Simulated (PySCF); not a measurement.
SMILES C[CH]([GaH2])C, B3LYP/def2-SVP optimised geometry.

```
13

Ga    -1.45     0.00     0.00
H     -2.26    -1.36    -0.05
H     -2.26     1.37     0.00
C      0.55     0.00     0.00
C      1.16    -1.28     0.58
C      1.16     1.27     0.63
H      0.78     0.02    -1.09
H      2.26    -1.30     0.47
H      0.95    -1.38     1.67
H      0.76    -2.19     0.10
H      0.76     2.19     0.17
H      2.26     1.29     0.51
H      0.95     1.32     1.71
```

Density from PySCF with B3LYP/def2-TZVP at that geometry.

Minimum of the electron density along straight lines between bonded atoms, close to the bond critical point (lines longer than 1.1 times the sum of covalent radii, or with two minima, are not listed):

```json
[
 {"bond": "Ga1–H2", "length / Å": "1.582", "ρ at the minimum / e bohr⁻³": "0.112", "∇²ρ there / e bohr⁻⁵": "0.14", "position (fraction from the first atom)": "0.60"},
 {"bond": "Ga1–H3", "length / Å": "1.582", "ρ at the minimum / e bohr⁻³": "0.112", "∇²ρ there / e bohr⁻⁵": "0.14", "position (fraction from the first atom)": "0.60"},
 {"bond": "Ga1–C4", "length / Å": "2.005", "ρ at the minimum / e bohr⁻³": "0.110", "∇²ρ there / e bohr⁻⁵": "0.16", "position (fraction from the first atom)": "0.48"},
 {"bond": "C4–C5", "length / Å": "1.536", "ρ at the minimum / e bohr⁻³": "0.240", "∇²ρ there / e bohr⁻⁵": "-0.58", "position (fraction from the first atom)": "0.50"},
 {"bond": "C4–C6", "length / Å": "1.536", "ρ at the minimum / e bohr⁻³": "0.240", "∇²ρ there / e bohr⁻⁵": "-0.58", "position (fraction from the first atom)": "0.50"},
 {"bond": "C4–H7", "length / Å": "1.110", "ρ at the minimum / e bohr⁻³": "0.265", "∇²ρ there / e bohr⁻⁵": "-0.86", "position (fraction from the first atom)": "0.63"},
 {"bond": "C5–H8", "length / Å": "1.106", "ρ at the minimum / e bohr⁻³": "0.270", "∇²ρ there / e bohr⁻⁵": "-0.90", "position (fraction from the first atom)": "0.64"},
 {"bond": "C5–H9", "length / Å": "1.104", "ρ at the minimum / e bohr⁻³": "0.271", "∇²ρ there / e bohr⁻⁵": "-0.91", "position (fraction from the first atom)": "0.64"},
 {"bond": "C5–H10", "length / Å": "1.102", "ρ at the minimum / e bohr⁻³": "0.273", "∇²ρ there / e bohr⁻⁵": "-0.92", "position (fraction from the first atom)": "0.64"},
 {"bond": "C6–H11", "length / Å": "1.102", "ρ at the minimum / e bohr⁻³": "0.273", "∇²ρ there / e bohr⁻⁵": "-0.92", "position (fraction from the first atom)": "0.64"},
 {"bond": "C6–H12", "length / Å": "1.106", "ρ at the minimum / e bohr⁻³": "0.270", "∇²ρ there / e bohr⁻⁵": "-0.90", "position (fraction from the first atom)": "0.64"},
 {"bond": "C6–H13", "length / Å": "1.104", "ρ at the minimum / e bohr⁻³": "0.271", "∇²ρ there / e bohr⁻⁵": "-0.91", "position (fraction from the first atom)": "0.64"}
]
```
